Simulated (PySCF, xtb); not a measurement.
4-tert-butylpyridine (C₉H₁₃N), SMILES CC(C)(C)c1ccncc1.

Harmonic wavenumbers (cm⁻¹) from GFN2-xTB run with xtb at its own minimum, in rising order: 48, 113, 178, 215, 228, 301, 306, 309, 340, 343, 383, 455, 526, 552, 630, 710, 731, 798, 885, 885, 915, 925, 962, 963, 964, 1006, 1035, 1035, 1111, 1134, 1147, 1220, 1228, 1232, 1274, 1283, 1291, 1376, 1406, 1407, 1430, 1473, 1491, 1493, 1500, 1505, 1514, 1518, 1557, 1587, 3026, 3027, 3029, 3033, 3034, 3037, 3041, 3046, 3050, 3052, 3052, 3090, 3114.

Problem. What does PySCF 2.14.0 with PBE0-D3(BJ)/def2-SVP give at its own minimum? (The exact figures need the calculation; the answer reports its results.)

Solution. 46, 127, 225, 234, 278, 317, 318, 330, 346, 392, 392, 465, 535, 584, 688, 728, 780, 844, 868, 893, 945, 951, 951, 995, 1015, 1024, 1035, 1039, 1104, 1123, 1147, 1240, 1242, 1250, 1310, 1338, 1361, 1378, 1383, 1407, 1449, 1453, 1454, 1461, 1474, 1477, 1492, 1542, 1649, 1683, 3052, 3052, 3057, 3147, 3147, 3151, 3151, 3157, 3158, 3171, 3175, 3216, 3240. Paired by order, the mean absolute difference is 41 cm⁻¹ and the zero-point energies are 123.7 and 126.7 kcal/mol.
